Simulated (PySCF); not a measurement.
**Correlation energy of La (lanthanum, neutral)**

[Xe] 5d1 6s1 6p1, one real determinant (an excited configuration). All numbers are calculated (PySCF 2.14, the spin-free X2C one-electron Hamiltonian (Gaussian nucleus), in x2c-TZVPPall with one added diffuse shell each of s, p, d type (12s8p8d3f1g, 106 functions)). Frozen: [Kr] 4d10; 11 electrons correlated.

| level | correlation energy (mhartree) |
| --- | --- |
| CCSD | -200.27 |
| (T) | -6.32 |
| CCSD(T) | -206.59 |

Diagnostics: T1 = 0.023, D1 = 0.1013, largest double amplitude 0.047.

The real determinant used has ⟨L²⟩ near 8 against 12 for a pure F term, so it mixes terms. Spin-orbit coupling, absent here, splits the open shell strongly.

Cost of the coupled-cluster step: roughly 80 core-seconds, for 11 correlated electrons.

Iterations:

```
CC2 = 0
CCSD nocc = (np.int64(7), np.int64(4)), nmo = (83, 83)
frozen orbitals [[0, 1, 2, 3, 4, 5, 6, 7, 8, 9, 10, 11, 12, 13, 14, 15, 16, 17, 18, 19, 20, 21, 22], [0, 1, 2, 3, 4, 5, 6, 7, 8, 9, 10, 11, 12, 13, 14, 15, 16, 17, 18, 19, 20, 21, 22]]
max_cycle = 100
direct = 0
conv_tol = 1e-08
conv_tol_normt = 1e-06
diis_space = 8
diis_start_cycle = 0
Init t2, MP2 energy = -0.181508718185593
Init E_corr(UCCSD) = -0.181508718220019
cycle = 1  E_corr(UCCSD) = -0.194475483154671  dE = -0.0129667649  norm(t1,t2) = 0.0555888
cycle = 2  E_corr(UCCSD) = -0.198326212841318  dE = -0.00385072969  norm(t1,t2) = 0.0232437
cycle = 3  E_corr(UCCSD) = -0.200380628570288  dE = -0.00205441573  norm(t1,t2) = 0.0133178
cycle = 4  E_corr(UCCSD) = -0.200157686429886  dE = 0.00022294214  norm(t1,t2) = 0.00630742
cycle = 5  E_corr(UCCSD) = -0.200124939618751  dE = 3.27468111e-05  norm(t1,t2) = 0.0045799
cycle = 6  E_corr(UCCSD) = -0.200293065744742  dE = -0.000168126126  norm(t1,t2) = 0.00281223
cycle = 7  E_corr(UCCSD) = -0.200268701799027  dE = 2.43639457e-05  norm(t1,t2) = 0.00160959
cycle = 8  E_corr(UCCSD) = -0.200272256211212  dE = -3.55441218e-06  norm(t1,t2) = 0.0008795
cycle = 9  E_corr(UCCSD) = -0.200274907926409  dE = -2.6517152e-06  norm(t1,t2) = 0.000421978
cycle = 10  E_corr(UCCSD) = -0.200274568420791  dE = 3.39505618e-07  norm(t1,t2) = 0.000197305
cycle = 11  E_corr(UCCSD) = -0.200274599331895  dE = -3.09111042e-08  norm(t1,t2) = 8.87755e-05
cycle = 12  E_corr(UCCSD) = -0.200274137456852  dE = 4.61875043e-07  norm(t1,t2) = 5.62843e-05
cycle = 13  E_corr(UCCSD) = -0.200273855706516  dE = 2.81750336e-07  norm(t1,t2) = 3.24876e-05
cycle = 14  E_corr(UCCSD) = -0.200273908532154  dE = -5.28256378e-08  norm(t1,t2) = 1.70921e-05
cycle = 15  E_corr(UCCSD) = -0.200274012537674  dE = -1.0400552e-07  norm(t1,t2) = 7.6004e-06
cycle = 16  E_corr(UCCSD) = -0.200273973866348  dE = 3.86713262e-08  norm(t1,t2) = 3.21583e-06
cycle = 17  E_corr(UCCSD) = -0.200273939830759  dE = 3.40355892e-08  norm(t1,t2) = 1.54071e-06
cycle = 18  E_corr(UCCSD) = -0.200273948630252  dE = -8.79949286e-09  norm(t1,t2) = 8.62762e-07
UCCSD converged
E(UCCSD) = -8489.42258379823  E_corr = -0.2002739486302516
UCCSD(T) correction = -0.00631668900773875
```

The reference is one real determinant that mixes LS terms of this configuration.
